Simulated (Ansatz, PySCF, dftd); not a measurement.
System: CF, charge 0, doublet. CF (SMILES [C]F, doublet).
B3LYP-D3(BJ)/def2-TZVP minimum from Ansatz (a quantum-chemistry and plane-wave program):
```
C
F 1 1.2755
```
Charge 0, spin multiplicity 2.

Property: enthalpy of formation at 298 K (by atomisation, with ideal-gas terms from PySCF's Hessian at B3LYP-D3(BJ)/def2-TZVP and the atoms' measured values of the G2/97 table; no spin-orbit terms), in kcal/mol. Radicals and triplets start from unrestricted determinants; spin-orbit coupling is neglected. Cores are frozen in correlated methods. Rows without X2C or -DK are non-relativistic. CBS(X,Y): correlation extrapolated as X^-3, Hartree-Fock from the larger set (Q,5: extrapolated as (X+1)exp(-9√X)). A bracket is a step between two methods taken in the basis named. Functionals run without relativity, which enters their misses. Double hybrids freeze cores in their MP2 part. 'core' is core correlation in cc-pwCVTZ, 'X2C' scalar relativity in cc-pVTZ-DK, both at CCSD(T).

```json
[
 {"level": "PBE-D4/def2-TZVPD", "program": "Ansatz + dftd4", "enthalpy of formation at 298 K (kcal/mol)": "46.2", "difference against the last row": "-12.3"},
 {"level": "r2SCAN-D3(BJ)/def2-TZVPD", "program": "Ansatz + dftd3", "enthalpy of formation at 298 K (kcal/mol)": "56.6", "difference against the last row": "-1.9"},
 {"level": "r2SCAN-D4/def2-TZVPD", "program": "Ansatz + dftd4", "enthalpy of formation at 298 K (kcal/mol)": "56.6", "difference against the last row": "-1.9"},
 {"level": "r2SCANh-D4/def2-TZVPD", "program": "Ansatz + dftd4", "enthalpy of formation at 298 K (kcal/mol)": "59.8", "difference against the last row": "1.3"},
 {"level": "wB97M-V/def2-TZVPD", "program": "Ansatz", "enthalpy of formation at 298 K (kcal/mol)": "56.6", "difference against the last row": "-1.9"},
 {"level": "B2PLYP/def2-TZVPD", "program": "Ansatz", "enthalpy of formation at 298 K (kcal/mol)": "58.6", "difference against the last row": "0.1"},
 {"level": "MP2/cc-pVTZ", "program": "Ansatz", "enthalpy of formation at 298 K (kcal/mol)": "57.2", "difference against the last row": "-1.3"},
 {"level": "CCSD/cc-pVTZ", "program": "Ansatz", "enthalpy of formation at 298 K (kcal/mol)": "68.1", "difference against the last row": "9.6"},
 {"level": "CCSD(T)/cc-pVTZ", "program": "Ansatz", "enthalpy of formation at 298 K (kcal/mol)": "63.4", "difference against the last row": "4.9"},
 {"level": "CCSD(T)/CBS(cc-pVQZ,cc-pV5Z)", "program": "Ansatz", "enthalpy of formation at 298 K (kcal/mol)": "58.9", "difference against the last row": "0.4"},
 {"level": "CCSD(T)/CBS(cc-pVQZ,cc-pV5Z) + core + X2C", "program": "Ansatz", "enthalpy of formation at 298 K (kcal/mol)": "58.7", "difference against the last row": "0.2"},
 {"level": "CCSDT(Q)/cc-pVQZ", "program": "Ansatz", "enthalpy of formation at 298 K (kcal/mol)": "60.5", "difference against the last row": "2.0"},
 {"level": "CCSDTQ/cc-pVDZ", "program": "Ansatz", "enthalpy of formation at 298 K (kcal/mol)": "73.3", "difference against the last row": "14.8"},
 {"level": "CCSD(T)/CBS(cc-pVQZ,cc-pV5Z) + [CCSDTQ - CCSD(T)]/cc-pVDZ + core + X2C", "program": "Ansatz", "enthalpy of formation at 298 K (kcal/mol)": "58.2", "difference against the last row": "-0.3"},
 {"level": "CCSD(T)/CBS(cc-pVQZ,cc-pV5Z) + [CCSDT(Q) - CCSD(T)]/cc-pVQZ + [CCSDTQ - CCSDT(Q)]/cc-pVDZ + core + X2C", "program": "Ansatz", "enthalpy of formation at 298 K (kcal/mol)": "58.5", "difference against the last row": "0.0"}
]
```
